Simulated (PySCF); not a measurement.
## How methods differ on the excitation energy of B

B [He] 2s2 2p1 (2P) → B [He] 2s2 3s1 (2S), as a difference of total energies. Computed with PySCF 2.14 in aug-cc-pV5Z, with the non-relativistic Hamiltonian (point nucleus). Correlated levels: valence: 1s2 frozen. The calculations carry no spin-orbit coupling.

```csv
method,excitation energy (eV),error (eV)
UHF,4.989,+0.026
LDA,5.272,+0.309
PBE,5.278,+0.315
PBE0,5.286,+0.323
r2SCAN,5.522,+0.559
MN15,5.128,+0.165
wB97X-V,5.346,+0.383
HSE06,5.295,+0.332
MP2 (valence),5.099,+0.136
SCS-MP2 (valence),5.086,+0.123
```

Reference: 4.963 eV (measured; NIST levels, between the centres of gravity of the two terms).

Errors of the correlated levels include the incompleteness of this basis and the frozen core.

The promoted electron is Rydberg-like, and one or two diffuse shells describe it only roughly, which tends to raise the upper state.
